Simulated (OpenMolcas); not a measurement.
Au2+ (d9) among equal point charges was computed by CASSCF with the d shell active (OpenMolcas, ANO-RCC-VTZP on the metal). Its lowest spin-free states, and all those of the highest spin:

| 2S+1 | Degeneracy | E (cm-1) |
| --- | --- | --- |
| 2 | 1 | 0.0 |
| 2 | 2 | 7023 |
| 2 | 2 | 7660 |

**Question.** Is the site octahedral, tetrahedral or cube-like, axial, or of lower symmetry?

**Answer.** The states with 2S+1 = 2 have orbital degeneracies 1, 2, 2. There are pairs but no triples, so the site is axial: not cubic, but with a proper or improper axis of order three or more. The run had Au2+ among 5 point charges of -1 e arranged as a trigonal bipyramid (D3h), 1.83 Å from the ion, with the axial distance 1.793 Å.

This is an electrostatic model: the charges have no orbitals. No measured value stands beside these numbers.
